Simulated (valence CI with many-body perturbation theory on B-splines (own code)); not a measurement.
## Level structure of Kr XXII

Calculated by configuration interaction combined with many-body perturbation theory (CI+MBPT): five valence electrons over a frozen Dirac-Fock core [Ne], a basis of 11 s, 11 p, 10 d, 8 f, 5 g, 2 h functions for each j, with the one-electron correlation potential Σ1 (screened to all orders), the two-electron term Σ2, the three-electron term Σ3, Breit, model QED; selected single and double excitations, second order for the rest, scaled by the run's own slope (own B-spline code, finite nucleus).

No measured spectrum was set against this ion. As an estimate, levels of excited configurations hold to 0.05 to 0.15 % of their energy, terms of the ground configuration to about 0.5 %. Among the levels kept, up to 3300 cm⁻¹ of a level comes from second order outside the variational space, and about a tenth of that is noise between levels of different J, which matters for small intervals.

Levels 91 to 135 of 171, with energies above the lowest level, 3s2.3p3 4S°_3/2. "Leading %" is the weight of the configuration and term that name the level; weights of strongly mixed levels are sums over their largest components and can fall short, so below about 35 % the name and the second component can differ from the true leading terms, or belong to a minority configuration. Lifetimes count E1, E2, E3, M1 and M2 decay at the calculated energies, and are blank where another channel may lead or the interval is too uncertain; long ones can be off by a factor of two.

```
No.  Configuration  Term     J  E (eV)  Leading %      g  Lifetime     Second component
 91      3s.3p3.3d   4D°   1/2  185.63         24  0.694   6.29 ps   20 % 3s.3p3.3d 2P°
 92      3s.3p3.3d   2F°   5/2  186.79         67  0.936   39.7 ps   8 % 3s2.3p.3d2 2F°
 93      3s.3p3.3d   4D°   7/2  188.49         36  1.225   10.6 ps   23 % 3s.3p3.3d 2F°
 94      3s.3p3.3d   2G°   9/2  188.68         58  1.146   21.9 ps  17 % 3s2.3p.3d2 2G°
 95     3s2.3p.3d2   4G°   5/2  188.74         54  0.746   14.7 ps   11 % 3s.3p3.3d 2F°
 96      3s.3p3.3d   4D°   5/2  190.26         56  1.231   6.86 ps   6 % 3s2.3p.3d2 4G°
 97      3s.3p3.3d   4D°   3/2  190.33         58  1.073   6.16 ps   12 % 3s.3p3.3d 2D°
 98      3s.3p3.3d   2P°   1/2  190.73         45  0.510   7.59 ps   24 % 3s.3p3.3d 4D°
 99     3s2.3p.3d2   4G°   7/2  191.76         38  1.138   15.9 ps   18 % 3s.3p3.3d 4D°
100      3s.3p3.3d   2D°   3/2  192.33         35  0.968   8.40 ps   14 % 3s.3p3.3d 4D°
101      3s.3p3.3d   4D°   1/2  192.85         51  0.400   6.53 ps   26 % 3s.3p3.3d 2P°
102     3s2.3p.3d2   4G°   7/2  193.90         37  1.107   15.2 ps   27 % 3s.3p3.3d 2F°
103      3s.3p3.3d   2F°   5/2  194.72         40  0.808   9.38 ps  25 % 3s2.3p.3d2 4G°
104      3s.3p3.3d   2D°   5/2  195.32         57  1.182   7.69 ps  15 % 3s2.3p.3d2 2D°
105      3s.3p3.3d   2D°   3/2  196.29         28  0.939   8.01 ps  15 % 3s2.3p.3d2 2D°
106      3s.3p3.3d   2S°   1/2  196.49         35  1.734   6.61 ps  32 % 3s2.3p.3d2 2S°
107     3s2.3p.3d2   4G°   9/2  196.59         80  1.176   20.1 ps    6 % 3s.3p3.3d 4G°
108      3s.3p3.3d   2F°   7/2  196.91         46  1.145   6.80 ps  25 % 3s2.3p.3d2 2F°
109      3s.3p3.3d   2P°   3/2  198.51         33  1.258   5.22 ps  26 % 3s2.3p.3d2 2P°
110      3s.3p3.3d   2F°   5/2  199.14         39  1.031   7.09 ps   12 % 3s.3p3.3d 2D°
111      3s.3p3.3d   2P°   3/2  199.95         68  1.249   9.87 ps    9 % 3s.3p3.3d 4D°
112     3s2.3p.3d2   4D°   1/2  201.06         75  0.217   8.91 ps    6 % 3s.3p3.3d 4D°
113      3s.3p3.3d   2F°   5/2  201.23         22  1.088   7.24 ps   15 % 3s.3p3.3d 2D°
114     3s2.3p.3d2   4G°  11/2  202.08         93  1.270   24.5 ps    4 % 3s.3p3.3d 4G°
115     3s2.3p.3d2   4D°   3/2  202.83         64  1.174   8.85 ps   6 % 3s2.3p.3d2 4P°
116      3s.3p3.3d   2F°   7/2  204.21         70  1.190   7.67 ps   15 % 3s.3p3.3d 4D°
117     3s2.3p.3d2   4F°   3/2  204.72         67  0.571   5.06 ps    7 % 3s.3p3.3d 4F°
118      3s.3p3.3d   2D°   5/2  204.79         28  1.188   7.71 ps  23 % 3s2.3p.3d2 4D°
119     3s2.3p.3d2   4P°   1/2  205.11         29  1.323   5.55 ps  21 % 3s2.3p.3d2 2P°
120     3s2.3p.3d2   2H°   9/2  205.17         80  0.946   15.5 ps   6 % 3s2.3p.3d2 2G°
121     3s2.3p.3d2   4D°   7/2  205.31         40  1.301   6.87 ps  31 % 3s2.3p.3d2 4F°
122     3s2.3p.3d2   2F°   5/2  206.05         45  0.967   7.20 ps   21 % 3s.3p3.3d 2F°
123     3s2.3p.3d2   4F°   5/2  206.80         42  1.206   5.88 ps  30 % 3s2.3p.3d2 4D°
124     3s2.3p.3d2   4P°   1/2  207.01         37  1.733   6.09 ps   14 % 3s.3p3.3d 2S°
125     3s2.3p.3d2   4P°   3/2  207.97         55  1.558   6.81 ps   7 % 3s2.3p.3d2 2P°
126      3s.3p3.3d   2P°   3/2  209.34         45  1.280   5.63 ps  15 % 3s2.3p.3d2 4P°
127     3s2.3p.3d2   4F°   9/2  210.24         67  1.273   5.99 ps   7 % 3s2.3p.3d2 2G°
128     3s2.3p.3d2   2G°   7/2  210.36         24  1.115   6.21 ps  22 % 3s2.3p.3d2 4F°
129      3s.3p3.3d   2P°   1/2  210.78         61  0.624   5.49 ps  12 % 3s2.3p.3d2 2P°
130      3s.3p3.3d   2D°   3/2  211.45         37  0.908   5.51 ps  25 % 3s2.3p.3d2 2D°
131     3s2.3p.3d2   2G°   7/2  212.03         35  1.061   6.45 ps  20 % 3s2.3p.3d2 4F°
132      3s.3p3.3d   2D°   5/2  212.56         27  1.310   5.59 ps  22 % 3s2.3p.3d2 4P°
133     3s2.3p.3d2   2F°   7/2  213.05         33  1.258   8.07 ps  33 % 3s2.3p.3d2 4D°
134     3s2.3p.3d2   4P°   5/2  213.92         41  1.369   5.76 ps   16 % 3s.3p3.3d 2D°
135     3s2.3p.3d2   2H°  11/2  215.11         97  1.090   18.0 ps
```

Names give the largest LS component (configuration and term), which can be under half, so a name can repeat, a term be missing and a line seem to break the LS rules; names also repeat where a configuration has a term twice.

Where two levels of one J and parity lie close, their mixing, g and order are uncertain.
